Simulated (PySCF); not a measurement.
dihydroxy(hydroxysilyl)silane (H₆O₃Si₂), SMILES O[SiH2][SiH](O)O.

Geometry optimised at ωB97X-D3(BJ)/def2-SVP. One conformer was computed; it need not be the lowest.

Two levels are set side by side: PBE/def2-TZVP (PySCF) and HF/def2-TZVP (PySCF). Same geometry, gas phase. Differences are taken from unrounded values.

```tsv
quantity	HF	PBE	PBE minus HF
orbital gap (eV)	13.40	5.23	-8.18
highest occupied level (eV)	-10.91	-6.68	4.23
lowest empty level (eV)	2.49	-1.45	-3.94
dipole moment (D)	1.46	1.20	-0.26
mean polarisability (bohr³)	55.6	65.0	9.5
```

Without exact exchange PBE keeps part of each electron's self-repulsion, which lifts occupied levels and narrows the gap. PBE's more diffuse valence density responds more strongly to a field. Differences between two approximate levels are no errors against the true value.

Rough cost on one machine, each run with all the roots and properties that it gave: HF against PBE about 1/3.
